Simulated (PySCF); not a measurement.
PySCF input for C₄H₅BO₂, SMILES C=C1C=COB1O, B3LYP-D3(BJ)/def2-SVP. Coordinates come from a B3LYP-D3(BJ)/def2-SVP optimisation. The structure was generated by enumeration, and PubChem lists no compound with its InChIKey, so it may never have been made. Other conformers were not sampled.

```python
import numpy as np
from pyscf import gto, scf, dft, df
from pyscf.hessian import thermo

mol = gto.M(
    atom='''
    C    -1.43643651    1.68368634    0.00000000
    C    -0.38871577    0.83831418    0.00000000
    C     1.04440711    1.16067676    0.00000000
    C     1.74232462    0.00586889   -0.00000000
    O     0.96897479   -1.13978266    0.00000000
    B    -0.36691225   -0.73363057    0.00000000
    O    -1.39085505   -1.61116307   -0.00000000
    H    -1.30887562    2.77188429   -0.00000000
    H    -2.46266157    1.30512327   -0.00000000
    H     1.48695287    2.15726935   -0.00000000
    H     2.82026800   -0.15797359   -0.00000000
    H    -1.09555701   -2.53186166   -0.00000000
    ''',
    basis='def2-SVP',
    charge=0,
    spin=0,
    max_memory=1600,
    verbose=3,
)
mf = dft.RKS(mol, xc='b3lyp').density_fit(auxbasis='def2-universal-jkfit')
mf.disp = 'd3bj'
mf.grids.level = 3
mf.conv_tol = 1e-11
mf.max_cycle = 100
mf.kernel()

# [left out here: the lines that compute and print the analytic Hessian (its translational invariance restored by hand, since the grid's response is missing), thermochemistry and intensities]
```

Output:

```
converged SCF energy = -330.576271674617

WARN: DFTD3 does not support analytical Hessian, using finite difference


WARN: Mole.unit (angstrom) is changed to Bohr

Mode                                 0                   1                   2
Irrep
Freq [cm^-1]                      160.4554            238.0366            262.8313
Reduced mass [au]                   5.1630              3.3128              3.1619
Force const [Dyne/A]                0.0783              0.1106              0.1287
Char temp [K]                     230.8596            342.4816            378.1557
Normal mode                   x     y     z       x     y     z       x     y     z
       0   C                 0.00  0.00  0.11   -0.07 -0.15  0.00   -0.00 -0.00 -0.07
       1   C                -0.00  0.00 -0.04    0.04 -0.00 -0.00    0.00 -0.00  0.16
       2   C                -0.00 -0.00 -0.14    0.04  0.01 -0.00    0.00  0.00  0.02
       3   C                -0.00 -0.00 -0.00    0.03 -0.01  0.00    0.00 -0.00 -0.10
       4   O                -0.00  0.00  0.14    0.03 -0.01  0.00    0.00 -0.00  0.04
       5   B                -0.00  0.00  0.02    0.04  0.02 -0.00    0.00  0.00  0.13
       6   O                 0.00 -0.00 -0.10   -0.06  0.13  0.00   -0.00  0.00 -0.06
       7   H                 0.00  0.00  0.11   -0.26 -0.13  0.00   -0.00 -0.00 -0.29
       8   H                -0.00  0.00  0.23   -0.00 -0.33  0.00   -0.00 -0.00 -0.06
       9   H                 0.00 -0.00 -0.24    0.06 -0.00 -0.00    0.00 -0.00 -0.08
      10   H                -0.00 -0.00  0.02    0.03 -0.01  0.00    0.00 -0.00 -0.29
      11   H                 0.00 -0.00 -0.06   -0.19  0.09  0.00   -0.00  0.00 -0.28
Mode                                 3                   4                   5
Irrep
Freq [cm^-1]                      424.8246            475.1912            554.7315
Reduced mass [au]                   2.9951              1.7770              8.1022
Force const [Dyne/A]                0.3185              0.2364              1.4690
Char temp [K]                     611.2280            683.6944            798.1351
Normal mode                   x     y     z       x     y     z       x     y     z
       0   C                 0.06  0.02  0.00   -0.00  0.00  0.00   -0.08  0.07 -0.00
       1   C                -0.04 -0.10 -0.00   -0.00  0.00  0.02   -0.08  0.03  0.00
       2   C                -0.08  0.00 -0.00    0.00 -0.00 -0.10   -0.06 -0.07 -0.00
       3   C                 0.01  0.07  0.00    0.00 -0.00  0.11   -0.02 -0.06  0.00
       4   O                 0.09 -0.01 -0.00   -0.00 -0.00 -0.09    0.05 -0.10 -0.00
       5   B                 0.05 -0.09  0.00   -0.00  0.00  0.07    0.08  0.04 -0.00
       6   O                -0.08  0.06 -0.00    0.00 -0.00  0.02    0.10  0.09 -0.00
       7   H                 0.27 -0.01 -0.00   -0.00  0.00 -0.29   -0.04  0.06 -0.00
       8   H                -0.01  0.21  0.00   -0.00 -0.00  0.29   -0.10  0.12  0.00
       9   H                -0.19  0.05 -0.00    0.00 -0.00 -0.04   -0.00 -0.10 -0.00
      10   H                 0.03  0.16  0.00   -0.00 -0.00  0.40   -0.01  0.02  0.00
      11   H                -0.32 -0.02 -0.00    0.00  0.00 -0.44    0.08  0.09  0.00
Mode                                 6                   7                   8
Irrep
Freq [cm^-1]                      566.3199            692.8955            713.1211
Reduced mass [au]                   1.3028              2.0934              3.9245
Force const [Dyne/A]                0.2462              0.5922              1.1759
Char temp [K]                     814.8083            996.9223           1026.0224
Normal mode                   x     y     z       x     y     z       x     y     z
       0   C                -0.00  0.00  0.00   -0.00  0.00 -0.00   -0.09  0.09  0.00
       1   C                -0.00  0.00 -0.08   -0.00  0.00  0.14   -0.02  0.10 -0.00
       2   C                -0.00 -0.00  0.04    0.00 -0.00 -0.06    0.07  0.01  0.00
       3   C                -0.00 -0.00 -0.04    0.00  0.00  0.08    0.07 -0.00 -0.00
       4   O                 0.00 -0.00  0.05    0.00  0.00 -0.01    0.08 -0.03 -0.00
       5   B                 0.00  0.00 -0.03   -0.00 -0.00 -0.13    0.00 -0.07  0.00
       6   O                 0.00  0.00  0.07   -0.00 -0.00  0.03   -0.08 -0.07 -0.00
       7   H                -0.00  0.00  0.25   -0.00  0.00  0.16   -0.25  0.11  0.00
       8   H                -0.00  0.00 -0.15   -0.00  0.00 -0.36   -0.06 -0.02 -0.00
       9   H                -0.00 -0.00  0.05    0.00 -0.00 -0.51    0.18 -0.04  0.00
      10   H                -0.00  0.00 -0.12    0.00 -0.00 -0.07    0.07  0.03 -0.00
      11   H                 0.00  0.00 -0.80   -0.00 -0.00 -0.07   -0.24 -0.12 -0.00
Mode                                 9                  10                  11
Irrep
Freq [cm^-1]                      747.6188            811.2737            813.3093
[...]
      11   H                 0.24  0.09 -0.00   -0.17 -0.04 -0.00   -0.10 -0.05 -0.00
Mode                                21                  22                  23
Irrep
Freq [cm^-1]                     1440.6378           1513.9138           1634.6769
Reduced mass [au]                   1.2866              7.3909              5.6338
Force const [Dyne/A]                1.5732              9.9804              8.8699
Char temp [K]                    2072.7571           2178.1849           2351.9361
Normal mode                   x     y     z       x     y     z       x     y     z
       0   C                 0.03 -0.03 -0.00   -0.03  0.00  0.00   -0.02  0.00 -0.00
       1   C                 0.08 -0.04  0.00    0.04  0.05  0.00    0.00  0.01  0.00
       2   C                -0.06  0.00 -0.00   -0.02 -0.00  0.00    0.11 -0.15  0.00
       3   C                 0.02  0.04 -0.00    0.03  0.01 -0.00   -0.08  0.18 -0.00
       4   O                 0.01 -0.01 -0.00    0.02  0.01  0.00    0.01 -0.02 -0.00
       5   B                -0.06  0.01 -0.00   -0.18 -0.18 -0.00   -0.01  0.01  0.00
       6   O                 0.02  0.01  0.00    0.07  0.07  0.00    0.00 -0.00  0.00
       7   H                -0.57  0.06  0.00    0.17 -0.02 -0.00    0.04 -0.00  0.00
       8   H                -0.20  0.57  0.00    0.01 -0.10  0.00   -0.02 -0.01  0.00
       9   H                 0.15 -0.10  0.00    0.02 -0.01 -0.00   -0.16 -0.06  0.00
      10   H                -0.01 -0.19  0.00    0.02 -0.04  0.00   -0.17 -0.20 -0.00
      11   H                -0.04 -0.01  0.00    0.08  0.08  0.00   -0.02 -0.01 -0.00
Mode                                24                  25                  26
Irrep
Freq [cm^-1]                     1710.0863           3123.9188           3214.2741
Reduced mass [au]                   6.4707              1.0605              1.0898
Force const [Dyne/A]               11.1490              6.0976              6.6337
Char temp [K]                    2460.4334           4494.6236           4624.6248
Normal mode                   x     y     z       x     y     z       x     y     z
       0   C                 0.13 -0.11  0.00    0.04 -0.05  0.00    0.00  0.00 -0.00
       1   C                -0.16  0.14 -0.00   -0.01  0.00 -0.00   -0.00 -0.00  0.00
       2   C                 0.03 -0.01 -0.00   -0.00  0.00 -0.00    0.03  0.07 -0.00
       3   C                 0.00 -0.01  0.00    0.00 -0.00  0.00   -0.04  0.00  0.00
       4   O                 0.01  0.00  0.00    0.00 -0.00  0.00   -0.00 -0.00 -0.00
       5   B                 0.00 -0.04 -0.00    0.00  0.00 -0.00    0.00 -0.00 -0.00
       6   O                 0.00  0.01 -0.00   -0.00 -0.00 -0.00   -0.00  0.00  0.00
       7   H                -0.16 -0.09 -0.00    0.10  0.76  0.00   -0.00 -0.03  0.00
       8   H                 0.04  0.19 -0.00   -0.55 -0.22  0.00   -0.03 -0.01  0.00
       9   H                -0.06  0.03 -0.00    0.00 -0.01 -0.00   -0.34 -0.76  0.00
      10   H                 0.01  0.01  0.00    0.00 -0.00  0.00    0.46 -0.07  0.00
      11   H                 0.02  0.01  0.00   -0.00 -0.00  0.00    0.00  0.00 -0.00
Mode                                27                  28                  29
Irrep
Freq [cm^-1]                     3222.5041           3240.1702           3835.9512
Reduced mass [au]                   1.1166              1.1065              1.0654
Force const [Dyne/A]                6.8320              6.8442              9.2363
Char temp [K]                    4636.4658           4661.8836           5519.0796
Normal mode                   x     y     z       x     y     z       x     y     z
       0   C                 0.06  0.07  0.00    0.00  0.00 -0.00    0.00 -0.00 -0.00
       1   C                 0.00  0.00 -0.00    0.00  0.00  0.00   -0.00  0.00  0.00
       2   C                -0.00 -0.00 -0.00   -0.01 -0.04  0.00    0.00 -0.00  0.00
       3   C                 0.00 -0.00  0.00   -0.08  0.02  0.00   -0.00 -0.00 -0.00
       4   O                 0.00  0.00  0.00    0.00  0.00 -0.00    0.00  0.00 -0.00
       5   B                 0.00 -0.00 -0.00    0.00  0.00  0.00    0.00 -0.00 -0.00
       6   O                -0.00 -0.00 -0.00   -0.00 -0.00  0.00    0.02 -0.06  0.00
       7   H                -0.06 -0.56 -0.00   -0.00 -0.00  0.00    0.00  0.00  0.00
       8   H                -0.71 -0.26  0.00   -0.01 -0.00  0.00    0.00  0.00  0.00
       9   H                 0.01  0.03 -0.00    0.18  0.42 -0.00   -0.00  0.00  0.00
      10   H                -0.03  0.00  0.00    0.82 -0.13 -0.00    0.00  0.00 -0.00
      11   H                -0.00  0.00  0.00    0.00 -0.00 -0.00   -0.27  0.93  0.00
temperature 298.1500 [K]
pressure 101325.00 [Pa]
Rotational constants [GHz] 3.54863 3.42075 1.74176
Symmetry number 1
Zero-point energy (ZPE) 0.08938 [Eh]   234672.665 [J/mol]
                           tot       elec      trans        rot        vib
Entropy [J/mol/K]       323.551      0.000    165.657    113.477     44.417
Cv [J/mol/K]             96.270      0.000     12.472     12.472     71.326
Cp [J/mol/K]            104.584      0.000     20.786     12.472     71.326
Internal energy [J/mol]                      3718.434   3718.434 243185.102
Internal energy [Eh]   -330.48081  -330.57627
Enthalpy [J/mol]                             6197.391   3718.434 243185.102
Enthalpy [Eh]          -330.47987
Gibbs free energy [J/mol]                  -43193.220 -30114.780 229942.317
Gibbs free energy [Eh] -330.51661
static polarisability / bohr^3: [[ 74.868 -12.843  -0.   ]
 [-12.827  73.092  -0.   ]
 [ -0.      0.     29.473]]
largest difference of analytic and finite-field dipole derivatives / e: 0.0009749801102068023
mode   freq/cm-1   IR/(km/mol)   Raman/(A^4/amu)   depolarisation
   1      160.46         0.233             1.707            0.750
   2      238.04         3.098             4.792            0.732
   3      262.83        13.198             0.794            0.750
   4      424.82        10.230             0.352            0.688
   5      475.19         2.525             2.497            0.750
   6      554.73         0.731             9.849            0.560
   7      566.32       107.879             7.066            0.750
   8      692.90        42.323             1.241            0.750
   9      713.12         7.593            17.074            0.098
  10      747.62        19.981             0.260            0.750
  11      811.27         0.431             1.762            0.686
  12      813.31        16.518             6.994            0.750
  13      927.39         1.079             1.122            0.750
  14      951.23        54.199             6.631            0.524
  15      958.37        28.017             3.575            0.750
  16      976.07        72.718             1.183            0.744
  17     1054.09        49.676             6.865            0.356
  18     1156.38        98.737            10.231            0.195
  19     1177.98        52.124            20.256            0.624
  20     1286.49       148.268            15.642            0.532
  21     1349.46         7.025             0.399            0.622
  22     1440.64        14.619            42.363            0.456
  23     1513.91       346.272             1.472            0.424
  24     1634.68        46.896            81.201            0.185
  25     1710.09        16.103           103.425            0.239
  26     3123.92         9.085           115.811            0.122
  27     3214.27         0.579            74.560            0.664
  28     3222.50         6.387            87.034            0.735
  29     3240.17         7.669           157.975            0.170
  30     3835.95       108.303           143.841            0.287
max |gradient| / (hartree/bohr): 7.754489531312019e-05
APT charges: [-0.0173 -0.2194 -0.1862  0.4068 -0.7446  1.0403 -0.7533  0.0243  0.0271
  0.0416  0.0518  0.3288]
```

The calculation finished and met its thresholds.
